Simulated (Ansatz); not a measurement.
Stepwise reaction of `[SH][Sn][SH]` with hydrogen fluoride, as a gas-phase model of exchange steps in deposition or etching. ΔE in kJ/mol.

Calculated with Ansatz (gas phase, PBE0-D4/def2-TZVP geometries, no zero-point term in ΔE). CBS: MP2 limit from def2 TZ/QZ plus the TZ coupled-cluster correction, frozen cores. This one scheme is used for every species. DFT in def2-TZVPP. B3LYP here is the variant with VWN-RPA as its local correlation; programs differ in this. Elements past krypton have def2 core potentials. For Sn outer-core shells are correlated without core-valence functions, which leaves a few kJ/mol of doubt a bond. One conformer a species, not always the lowest.

| step | reaction | PBE-D4 | B3LYP-D4 | ωB97M-V | CCSD(T)/CBS |
| --- | --- | --- | --- | --- | --- |
| 1 | `[SH][Sn][SH]` + H–F → `[F][Sn][SH]` + H₂S | -0.5 | -5.5 | -8.4 | 2.2 |
| 2 | `[F][Sn][SH]` + H–F → `[F][Sn][F]` + H₂S | -6.6 | -12.4 | -15.5 | -8.6 |

Question: By hand: ΔE of the 2 steps together at CCSD(T)/CBS.

Answer: (2.2) + (-8.6) = -6.4 kJ/mol, or -3.2 kJ/mol a step.

In ΔE each step is lower than the one before. PBE-D4 differs from CCSD(T)/CBS by -2.7 to 2.0 kJ/mol a step. Isolated molecules leave out the surface, adducts and barriers. Largest T1 diagnostic: 0.017.
